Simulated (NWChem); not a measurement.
C5H8; SMILES C=CC1CC1

```xyz
13

C     -0.1193    -2.2455     0.0000
C      0.3791    -1.0061     0.0000
C     -0.4218     0.2367     0.0000
C      0.0769     1.4614    -0.7504
C      0.0769     1.4614     0.7504
H     -1.1915    -2.4306     0.0000
H      0.5253    -3.1196     0.0000
H      1.4623    -0.8684     0.0000
H     -1.4994     0.0842     0.0000
H      1.0306     1.3808    -1.2662
H     -0.6593     2.0681    -1.2708
H      1.0306     1.3808     1.2662
H     -0.6593     2.0681     1.2708
```
Atoms are numbered in this order, from 1.

Level: B3LYP/6-31G* (spherical d) (NWChem), optimised geometry, unscaled harmonic frequencies. 

Problem. List the harmonic frequencies with IR intensities, and the thermochemistry.

Solution. 
```csv
frequency (cm⁻¹),IR intensity (km/mol)
123,0.0
270,1.3
310,0.9
446,1.2
679,3.5
775,0.2
829,8.0
833,1.0
913,45.3
921,0.6
970,36.9
1018,4.4
1028,6.2
1069,1.6
1082,5.5
1139,1.8
1212,0.6
1228,1.5
1248,3.1
1333,3.2
1376,1.6
1489,0.2
1496,0.9
1532,0.7
1727,26.2
3132,10.3
3144,23.7
3148,15.9
3160,5.5
3162,13.1
3219,0.1
3234,22.3
3241,21.7
```

```
Quantity                                                                           Result
-----------------------------------------------------------------------  ----------------
zero-point energy                                                           72.1 kcal/mol
thermal correction to the enthalpy at 298.15 K (with zero-point energy)     76.1 kcal/mol
heat capacity Cv                                                         19.4 cal/(mol K)
entropy at 298.15 K and 1 atm (symmetry number 1)                        72.5 cal/(mol K)
dipole moment                                                                      0.54 D
```

Rigid rotor and harmonic oscillator.
